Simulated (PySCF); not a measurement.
## Si²⁺: excitation energy

Si²⁺ [Ne] 3s2 (1S) → Si²⁺ [Ne] 3s1 3p1 (3P), as a difference of total energies. All numbers are calculated (PySCF 2.14, the spin-free X2C one-electron Hamiltonian (Gaussian nucleus), in x2c-QZVPPall with one added diffuse shell each of s, p, d, f type (10s7p5d3f1g, 86 functions)). Correlated levels: valence: [Ne] frozen. The calculations carry no spin-orbit coupling.

| method | excitation energy (eV) |
| --- | --- |
| UHF | 5.325 |
| MP2 (valence) | 6.154 |
| SCS-MP2 (valence) | 6.390 |
| CCSD (valence) | 6.429 |

How much does correlation contribute at MP2 (valence)?

6.154 − (5.325) = 0.829 eV, measured against UHF.

With two correlated electrons CCSD is exact in that space.
